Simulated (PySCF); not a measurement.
Isomers of C5H18Si4. Level of theory: PySCF, PBE0-D3(BJ)/def2-SVP geometry optimisation, gas phase. One conformer each; no zero-point energy, no entropy. No frequencies were run at this level. Point groups hold within 0.08 Å.

Task: Order them by energy at this level, lowest first, and give relative energies in kcal/mol.
A. `[SiH3:1][SiH2:2][Si@@H:3]([SiH3:4])[CH:5]1[CH2:6][CH2:7][CH2:8][CH2:9]1` with Si1–Si2–Si3–Si4 -172°, Si2–Si3–C5–C6 -176°, Si3–C5–C6–C7 163°, C5–C6–C7–C8 -42°, C6–C7–C8–C9 31°, C7–C8–C9–C5 -8°
B. `[CH3:1][Si:2]([SiH3:3])([SiH3:4])[SiH2:5][CH:6]1[CH2:7][CH2:8][CH2:9]1` with C1–Si2–Si5–C6 -63°, Si2–Si5–C6–C7 50°, Si5–C6–C7–C8 -102°, C6–C7–C8–C9 -15°, C7–C8–C9–C6 15°, Si5–C6–C9–C8 102°
C. `[SiH3:1][SiH2:2][SiH2:3][SiH2:4][CH:5]1[CH2:6][CH2:7][CH2:8][CH2:9]1` with Si1–Si2–Si3–Si4 -52°, Si2–Si3–Si4–C5 -45°, Si3–Si4–C5–C6 -177°, Si4–C5–C6–C7 167°, C5–C6–C7–C8 -29°, C6–C7–C8–C9 5°, C7–C8–C9–C5 20°
D. `[CH3:1][C@H:2]1[CH2:3][C@H:4]([Si@@H:5]([SiH3:6])[SiH2:7][SiH3:8])[CH2:9]1` with C3–C4–Si5–Si6 -54°, C4–Si5–Si7–Si8 50°, C1–C2–C3–C4 140°, C2–C3–C4–Si5 101°, C3–C4–C9–C2 17°, C1–C2–C9–C4 -140°

Result: C (0.0), A (0.0), B (10.7), D (17.2).

As drawn, the highest has a four-membered ring, which the lowest lacks. Neighbours under 2.5 kcal/mol apart ([SiH3][SiH2][SiH2][SiH2]C1CCCC1 and [SiH3][SiH2][Si@@H]([SiH3])C1CCCC1) can change places with a better method, another conformer or zero-point energy.

```csv
SMILES,E (Eh),E rel (kcal/mol),dipole (D),point group,"A, B, C (MHz)"
[SiH3][SiH2][SiH2][SiH2]C1CCCC1,-1358.12568,0.0,1.04,C1,"1083, 446.7, 408.1"
[SiH3][SiH2][Si@@H]([SiH3])C1CCCC1,-1358.12563,0.0,1.18,C1,"877.7, 558.6, 393.0"
C[Si]([SiH3])([SiH3])[SiH2]C1CCC1,-1358.10860,10.7,1.82,C1,"1139, 533.9, 473.5"
C[C@H]1C[C@H]([Si@@H]([SiH3])[SiH2][SiH3])C1,-1358.09824,17.2,1.25,C1,"1030, 484.2, 372.1"
```

Task: How do the relative energies change in single points at CAM-B3LYP/pcSseg-1 (no added dispersion term) on the same geometries?

Result: 
```csv
SMILES,PBE0-D3(BJ)/def2-SVP (kcal/mol),CAM-B3LYP/pcSseg-1 (kcal/mol),shift
[SiH3][SiH2][SiH2][SiH2]C1CCCC1,0.0,0.0,0.0
[SiH3][SiH2][Si@@H]([SiH3])C1CCCC1,0.0,0.2,+0.2
C[Si]([SiH3])([SiH3])[SiH2]C1CCC1,10.7,12.6,+1.9
C[C@H]1C[C@H]([Si@@H]([SiH3])[SiH2][SiH3])C1,17.2,17.0,-0.2
```

Each column counts from its own lowest isomer. The order is unchanged; the largest shift is 1.9 kcal/mol.
